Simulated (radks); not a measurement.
Spherical jellium clusters: N electrons in a uniform positive sphere of charge N and radius rs N^(1/3), rs = 4.11 bohr. Calculated with a radial shooting solver with Libxc functionals: non-relativistic Kohn-Sham, LDA (Slater exchange, Perdew-Wang correlation), spin-polarised, spherical densities. Levels are named by radial order and angular momentum (1s, 1p, 1d, 2s, ...), and open shells are averaged over m.

N = 3, configuration 1s2 1p(up 1, down 0). This is the lowest configuration that the search found. Occupied and some empty levels:

| level | occupation | eigenvalue (eV) | <r> (bohr) |
|---|---|---|---|
| 1s up | 1 | -3.8967 | 4.413 |
| 1s down | 1 | -3.5962 | 4.391 |
| 1p up | 1 | -2.1132 | 5.910 |
| 1p down | 0 | -1.8062 | 6.038 |
| 2s up | 0 | -0.58973 | 9.532 |
| 2s down | 0 | -0.47320 | 10.13 |
| 1d up | 0 | -0.42393 | 8.390 |
| 1d down | 0 | -0.22055 | 9.201 |

Energy (eV): total -4.42672, kinetic 4.9197, external -46.982, Hartree 22.518, exchange-correlation -9.6717, background 24.789.

Electron density:

| r (bohr) | n(r) (e/bohr^3) |
|---|---|
| 0.213 | 0.005384 |
| 0.747 | 0.005323 |
| 1.28 | 0.005186 |
| 1.82 | 0.004958 |
| 2.35 | 0.004629 |
| 2.89 | 0.004191 |
| 3.42 | 0.003658 |
| 3.96 | 0.003057 |
| 4.49 | 0.002437 |
| 5.02 | 0.001846 |
| 5.56 | 0.001330 |
| 6.09 | 0.0009168 |
| 6.63 | 0.0006101 |
| 7.16 | 0.0003962 |
| 7.70 | 0.0002522 |
| 8.23 | 0.0001584 |
| 8.77 | 0.00009848 |
| 9.30 | 0.00006070 |
| 9.84 | 0.00003723 |
| 10.4 | 0.00002272 |
